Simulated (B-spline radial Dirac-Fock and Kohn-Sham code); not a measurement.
## Hf²¹⁺: L3-M45M45 lines in intermediate coupling

System: the Hf²¹⁺ ion in the configuration [Kr] 4d10 4f5.

The run's input, task.json:

```json
{"items": [{
  "Z": 72,
  "q": 21,
  "cfg": [[1, 0, 2], [2, 0, 2], [2, 1, 6], [3, 0, 2], [3, 1, 6], [3, 2, 10], [4, 0, 2], [4, 1, 6], [4, 2, 10], [4, 3, 5]],
  "A": 180,
  "rrms": 5.347,
  "do": ["binding", "quiet", "double"]
}]}
```

Run with: `python xray_run.py task.json out`

Level of theory: Dirac-Fock (average of configuration) total-energy differences with a finite nucleus, the Breit interaction including its frequency dependence, and self-energy and vacuum-polarisation corrections; a B-spline atomic structure program. The two-hole levels come from diagonalising the Coulomb interaction among the jj configurations; intensities are independent-particle Coulomb rates. Kinetic energies are from the vacuum level. Correlation energy is missing from these numbers. Open outer shells are spectators and are not coupled to the holes.

```
kinetic energy (eV)  J  leading jj holes (weight)  leading LS term (weight)  intensity (%)
             5387.5  0                M4M4 (0.98)                ¹S0 (0.53)            0.6
             5410.6  2                M4M4 (0.99)                ³F2 (0.58)            2.8
             5456.0  4                M4M5 (0.99)                ¹G4 (0.88)           49.1
             5457.3  1                M4M5 (1.00)                ³P1 (1.00)            0.6
             5461.7  2                M4M5 (0.99)                ³P2 (0.52)            5.8
             5470.7  3                M4M5 (1.00)                ³F3 (1.00)            7.8
             5497.0  0                M5M5 (0.98)                ³P0 (0.53)            1.4
             5515.0  2                M5M5 (1.00)                ¹D2 (0.49)            8.4
             5523.4  4                M5M5 (0.99)                ³F4 (0.88)           23.5
```

The strongest line, by its leading LS label ¹G4, lies at 5456.0 eV. The mean weight of the leading component is 0.99 in jj and 0.71 in LS coupling, so jj labels describe these levels better.

Values without a named source are computed, but for edge energies of neutral atoms, which are taken from tables.
